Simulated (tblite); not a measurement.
Compound: C3H8O3SSi.
Z-matrix (Å and degrees, GFN2-xTB geometry), rows numbered from 1:
```
C 
O   1  1.4183
C   2  1.3654  1  114.46
O   3  1.4330  2  109.71  1   -71.71
C   4  1.3336  3  118.38  2  -179.40
S   5  1.6241  4  124.37  3    -1.01
O   5  1.3013  4  112.98  3   179.27
Si  7  1.6658  5  125.54  4    -1.59
H   1  1.0871  2  105.98  3  -176.52
H   1  1.0930  2  111.28  3    64.25
H   1  1.0952  2  110.63  3   -57.58
H   3  1.1047  2  113.05  1    48.73
H   3  1.0965  2  107.83  1   169.75
H   8  1.4522  7   97.28  5   179.77
H   8  1.4575  7  108.76  5   -60.29
H   8  1.4601  7  108.62  5    60.96
```

Method: GFN2-xTB as coded in tblite; computed harmonic values from a numerical Hessian at the method's own geometry, unscaled. This tight-binding method is rough: wavenumbers can miss measured ones by several per cent, in bad cases by 10 to 20. Modes of hydrogen on silicon can be 10 to 20 % off. One conformer, not necessarily the lowest.

Harmonic wavenumbers (cm⁻¹): 26.3, 61.7, 83.1, 97.6, 140.5, 156.6, 190.0, 197.8, 309.8, 378.7, 480.5, 501.3, 559.5, 617.9, 629.4, 739.2, 751.0, 779.2, 800.5, 868.8, 962.9, 989.6, 1042.0, 1123.7, 1145.4, 1167.8, 1236.7, 1254.9, 1331.9, 1339.4, 1395.1, 1446.0, 1459.5, 1476.1, 2287.1, 2315.7, 2368.6, 2832.4, 2931.2, 2941.2, 2961.0, 3041.6.

A = 1607, B = 1026, C = 657.6 MHz; mass 151.996 u (most abundant isotopes); point group C1, symmetry number 1.

Question: Zero-point energy?

Answer: Half the sum of the wavenumbers: 23710 cm⁻¹ = 283.63 kJ/mol.

Question: Give the ideal-gas entropy at 298.15 K and 1 bar in the rigid-rotor, harmonic-oscillator model (classical rotation).

Answer: Translation 171.51, rotation 125.83, vibration 144.01: S = 441.3 J/(mol K).

Question: And Cp and H(298.15 K) − H(0)?

Answer: Cp = 160.47 J/(mol K), of which vibrations give 127.21 (their classical limit is 42 R = 349.2); H(298.15 K) − H(0) = 30.86 kJ/mol without the zero-point energy, 20.95 from vibrations.

Question: What must be added to the electronic energy to get the Gibbs energy at 298.15 K and 1 bar?

Answer: ZPE + [H(298.15 K) − H(0)] − T·S = 283.63 + 30.86 − 131.59 = 182.90 kJ/mol.

Question: Which modes carry the vibrational entropy at 298.15 K?

Answer: 26.3 cm⁻¹: 25.48; 61.7 cm⁻¹: 18.42; 83.1 cm⁻¹: 15.97; 97.6 cm⁻¹: 14.65; 140.5 cm⁻¹: 11.70; 156.6 cm⁻¹: 10.84 J/(mol K); the other 36 give 46.95 together.

Hindered rotation and anharmonicity are outside this model. Other conformers, if any are populated, would add a mixing term that is left out. The structure is chiral; the term R ln 2 for an equal mix with its mirror image is left out.
